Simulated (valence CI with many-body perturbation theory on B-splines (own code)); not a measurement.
## B: what the settings do

Computed by configuration interaction combined with many-body perturbation theory (CI+MBPT): three valence electrons over a frozen Dirac-Fock core [He], radial functions for each j: 6 s, 6 p, 5 d, 3 f, 1 g, with the one-electron correlation potential Σ1 (screened to all orders), the two-electron term Σ2, the three-electron term Σ3, Breit, model QED; selected single and double excitations, second order for the rest, scaled by the run's own slope (own B-spline code, finite nucleus).

Set against measurement, 14 paired levels are off by 72 cm⁻¹ on average, the worst by 150.

The reference run has the lowest level 2s2 2p 2P°_1/2 and an ionisation energy of 8.28112 eV. Its largest variational space holds 4966 state functions.

Reference levels: 2s2 2p 2P°_3/2 15.1, 2s 2p2 4P_1/2 28870, 2s 2p2 4P_3/2 28875, 2s 2p2 4P_5/2 28882, 2s2 3s 2S_1/2 39936, 2s 2p2 2D_5/2 48007, 2s 2p2 2D_3/2 48007, 2s2 3p 2P°_1/2 48528, 2s2 3p 2P°_3/2 48530, 2s2 3d 2D_3/2 54748, 2s2 3d 2D_5/2 54748, 2s2 4s 2S_1/2 54869 cm⁻¹.

Problem. Rank these changes by the mean size of the shift of these levels, smallest first.
A. correlating orbitals by l 3 3 3 2 1 → 4 4 3 0 0
B. correlating orbitals by l 3 3 3 2 1 → 6 6 4 3 0
C. shift of the energy in Σ1 (hartree) 0 → 0.1

Solution. C (2.1 cm⁻¹), B (43 cm⁻¹), A (330 cm⁻¹).
